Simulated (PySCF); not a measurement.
Gas-phase reaction: 3 GaH(CH₃)₂ + C₃H₆ (propylene) → 3 Ga(CH₃)₃

Computed with PySCF and rigid-rotor harmonic-oscillator thermochemistry at 1 bar. † marks an energy on the PBE0/def2-TZVP geometry and frequencies; other levels use their own. All species are closed-shell singlets. Ga: all electrons, no relativistic terms. GaH(CH₃)₂: computed as isolated molecules; such fragments, hydroxides, amides, oligomers or adducts are transient or little studied in the gas.

r2SCAN/def2-TZVP† gives ΔH°(298 K) = -179 kJ.

Task: What do PBE/def2-SVP, PBE/def2-TZVP†, BLYP/def2-TZVP† give?

Result: PBE/def2-SVP: -161 kJ; PBE/def2-TZVP†: -170 kJ; BLYP/def2-TZVP†: -140 kJ. For scale, ΔH°(298 K) is -179 kJ at this level, -175 kJ at ωB97M-V/def2-TZVP†, and runs from -202 to -125 kJ over the 18 levels computed.
